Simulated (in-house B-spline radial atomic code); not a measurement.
Response of B II (B+) as one setting changes: the share of exact exchange in a PBE hybrid. A dash marks a strongly mixed or unbound state. Computed with a B-spline radial code for spherical atoms: linear response of the closed shell [He] 2s2 with the functional's adiabatic kernel; non-relativistic, point nucleus, no spin-orbit coupling, no double excitations, S, P, D and F terms only.

| share of exact exchange in a PBE hybrid | lowest 1P (eV) | lowest 3P, Tamm-Dancoff (eV) | minus highest occupied level (eV) | α (bohr³) |
| --- | --- | --- | --- | --- |
| 0 | 2s → 2p 8.626 | 2s → 2p 4.051 | 19.505 | 10.64 |
| 0.1 | 2s → 2p 8.605 | 2s → 2p 4.019 | 20.021 | 10.69 |
| 0.2 | 2s → 2p 8.584 | 2s → 2p 3.987 | 20.535 | 10.74 |
| 0.3 | 2s → 2p 8.563 | 2s → 2p 3.956 | 21.050 | 10.8 |
| 0.4 | 2s → 2p 8.542 | 2s → 2p 3.924 | 21.564 | 10.85 |
| 0.5 | 2s → 2p 8.521 | 2s → 2p 3.893 | 22.077 | 10.91 |
| 0.6 | ? | ? | ? | ? |
| 0.7 | 2s → 2p 8.479 | 2s → 2p 3.831 | 23.103 | 11.02 |
| 0.8 | 2s → 2p 8.457 | 2s → 2p 3.800 | 23.615 | 11.09 |
| 0.9 | ? | ? | ? | ? |
| 1 | 2s → 2p 8.414 | 2s → 2p 3.738 | 24.638 | 11.21 |

**Question.** What belongs in the row for 0.6?

**Answer.** lowest 1P (eV): 2s → 2p 8.500; lowest 3P, Tamm-Dancoff (eV): 2s → 2p 3.862; minus highest occupied level (eV): 22.590; α (bohr³): 10.97.

**Question.** What belongs in the row for 0.9?

**Answer.** lowest 1P (eV): 2s → 2p 8.436; lowest 3P, Tamm-Dancoff (eV): 2s → 2p 3.769; minus highest occupied level (eV): 24.127; α (bohr³): 11.15.
